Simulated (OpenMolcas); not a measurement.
**What dynamic correlation does to the levels of Tl+**

| Item | Value |
| --- | --- |
| Program | OpenMolcas |
| Basis | ANO-R2 [8s7p5d3f1g] |
| Scalar Hamiltonian | X2C, finite nucleus |
| Active space | 2 electrons in 9 orbitals (RAS2 6s 6p; RAS3 6d, at most 2 electrons) |
| State averaging | 2S+1 = 3 even, 3 roots; 2S+1 = 1 even, 7 roots; 2S+1 = 3 odd, 3 roots; 2S+1 = 1 odd, 3 roots |
| Spin-orbit coupling | RASSI with atomic mean-field integrals over the reference wave functions, term energies averaged over their components |

Methods on the same reference wave functions:
A. RASSCF
B. SS-RASPT2, IPEA 0.25 Eh, imaginary shift 0.1 Eh (closed shells correlated: 5d)
C. MS-RASPT2, IPEA 0.25 Eh, imaginary shift 0.1 Eh (closed shells correlated: 5d)

Energies in cm⁻¹ above 6s² ¹S₀, the measured ground level; measured values from NIST Handbook of Basic Atomic Spectroscopic Data.

| Level | A | B | C | Measured |
| --- | --- | --- | --- | --- |
| 6s² ¹S₀ | 0.0 | 0.0 | 0.0 | 0.0 |
| 6s 6p ³P°₀ | 43942 | 51400 | 51980 | 49451 |
| 6s 6p ³P°₁ | 46563 | 53880 | 54460 | 52394 |
| 6s 6p ³P°₂ | 53276 | 60730 | 61310 | 61728 |
| 6s 6p ¹P°₁ | 72763 | 74470 | 75060 | 75663 |
| 6p² ³P₀ | 114419 | 122760 | 123350 |  |

Deviations, from unrounded energies. A percentage is the sum of absolute deviations over the sum of measured energies, with the sign that they share, or ± where signs differ.

| Against measurement | Levels | A | B | C |
| --- | --- | --- | --- | --- |
| mean absolute deviation (cm-1) | 4 | 5700 | 1400 | 1400 |
| other configurations (%) | 4 | -9.5 | ±2.3 | ±2.3 |

B, C lie about equally close to measurement and A furthest from it. The largest miss of C in the table is 6s 6p ³P°₀, by +2500 cm-1. The ranking rests on the paired levels alone, and a cruder setting can come out closer through cancelling errors.

Between B and C the level of the table that moves most is 6p² ³P₀, by 590 cm-1 (lowest in B, highest in C). Moves below CASPT2's spread within the term are not significant.

The two smallest mean deviations differ by little beside CASPT2's spread within terms, so their order carries little weight.

The lowest spin-free term lies below A's lowest term by 0.403 hartree in B, 0.406 hartree in C.

Active for correlation alone: 6d; no level in the range computed is led by a configuration that fills it, so any true level of that kind is missing. Spin-orbit splittings of 6p shells tend to come out small when the coupling is added on scalar orbitals. Some terms mix strongly with configurations of 6d, whose occupation reaches 0.17 (6p² ¹D) (holds for A). Computed and measured levels are paired by configuration, term and J; levels that our copy of the source lacks, or whose pairing is in doubt (as where it misses far off the trend of its configuration), stay unpaired and out of the deviations. Levels of configurations outside the active space are missing. The table leaves out levels that lie high or whose names do not pair safely across all columns.

° marks odd parity.
